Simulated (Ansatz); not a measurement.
# A geometry optimisation of C2H7NSSi with B3LYP/def2-SVP

The starting geometry of this gas-phase singlet was optimised with GFN2-xTB; its bonds are those of `[H]/N=C/CS[SiH3]`.

```xyz
12

C    -1.5490    1.1161    2.5523
C    -0.3529    1.0040    1.6833
N    -2.2539    2.1545    2.5034
S    -0.8412    0.0051    0.2223
Si   -2.1529    1.4004   -0.7587
H    -3.0862    2.1529    3.0878
H    -1.7714    0.2230    3.1508
H     0.4557    0.4555    2.1620
H    -0.0165    1.9800    1.3398
H    -2.3587    0.7508   -2.0434
H    -3.3838    1.5246    0.0068
H    -1.4247    2.6571   -0.8525
```

Problem. Predict what it relaxes into with B3LYP/def2-SVP.

Solution. It keeps its bonds, and is `[H]/N=C/CS[SiH3]`.

The energy falls by 0.15 eV over 18 steps:

```json
{"step": "1", "E − E(last) (eV)": "0.148"}
{"step": "3", "E − E(last) (eV)": "0.014"}
{"step": "5", "E − E(last) (eV)": "0.004"}
{"step": "7", "E − E(last) (eV)": "0.002"}
{"step": "9", "E − E(last) (eV)": "0.001"}
{"step": "10", "E − E(last) (eV)": "0.001"}
{"step": "12", "E − E(last) (eV)": "0.000"}
{"step": "14", "E − E(last) (eV)": "0.000"}
{"step": "16", "E − E(last) (eV)": "0.000"}
{"step": "18", "E − E(last) (eV)": "0.000"}
```

Final geometry (Å):

```xyz
12

C    -1.5663    1.1300    2.6128
C    -0.3807    1.0136    1.7013
N    -2.1654    2.2409    2.7638
S    -0.7913    0.0136    0.1927
Si   -2.1261    1.3495   -0.8673
H    -2.9700    2.1368    3.3931
H    -1.8875    0.1833    3.0907
H     0.4381    0.4566    2.1823
H    -0.0225    2.0137    1.4178
H    -2.3315    0.6748   -2.1789
H    -3.4405    1.5274   -0.1895
H    -1.4915    2.6836   -1.0650
```

No frequencies were run, so the end isn't proven a minimum. Run with Ansatz 0.2.0, 41 s on 2 threads of Intel(R) Xeon(R) Platinum 8488C (Sapphire Rapids) (shared host).
